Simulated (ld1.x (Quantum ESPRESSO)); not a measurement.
**How hard is this Au TM potential?**

gold (Au), norm-conserving Troullier–Martins (Kleinman–Bylander form), made with ld1.x (Quantum ESPRESSO) 7.5 (LDA (PZ), fully relativistic). Core [Xe] 4f14, reference 5d10 6s1 6p0. Waves: 6s (bound): rc 1.95 bohr; 6p (bound, empty): rc 5.48 bohr; 5d (bound): rc 2.15 bohr. Local part: all-electron potential smoothed inside 2.95 bohr (lloc = -1). Core correction: none.

Open shells are filled in proportion to 2j + 1 (rel_dist='average').

The pseudo-atom Hamiltonian at the reference potential is diagonalised in spherical Bessel functions j_l(qr) that vanish at 20 bohr, with q² up to the cutoff. All-electron valence levels (Ry): 6s -0.4488, 6p1/2 -0.0977, 6p3/2 -0.0559, 5d3/2 -0.5942, 5d5/2 -0.4812.

Question: How do the lowest levels (Ry) of each channel move with the cutoff, and are there ghosts?

Answer:

```tsv
cutoff (Ry)	s #1	p1/2 #1	p3/2 #1	p3/2 #2	d3/2 #1	d5/2 #1	d5/2 #2	f #1	f #2	Σ f·Δε (mRy)
8	-0.4382	-0.0977	-0.0558	0.0589	0.0618	0.0615	0.1172	0.1160	0.2468	5890.7
15	-0.4421	-0.0977	-0.0558	0.0589	-0.1356	-0.1171	0.0731	0.1160	0.2468	4026.3
25	-0.4475	-0.0977	-0.0558	0.0589	-0.5080	-0.4199	0.0708	0.1160	0.2468	714.2
40	-0.4485	-0.0977	-0.0558	0.0589	-0.5932	-0.4806	0.0706	0.1160	0.2468	7.9
55	-0.4486	-0.0977	-0.0558	0.0589	-0.5941	-0.4811	0.0706	0.1160	0.2468	1.3
80	-0.4488	-0.0977	-0.0558	0.0589	-0.5942	-0.4812	0.0706	0.1160	0.2468	0.1
400	-0.4488	-0.0977	-0.0558	0.0589	-0.5942	-0.4812	0.0706	0.1160	0.2468	0.0
```

Result: no extra level below or beside the all-electron valence levels (s, p1/2, p3/2, d3/2, d5/2, f tested); 10 mRy is reached at 40 Ry and 1 mRy at 60 Ry.

Its largest configuration-test error is -580 meV.
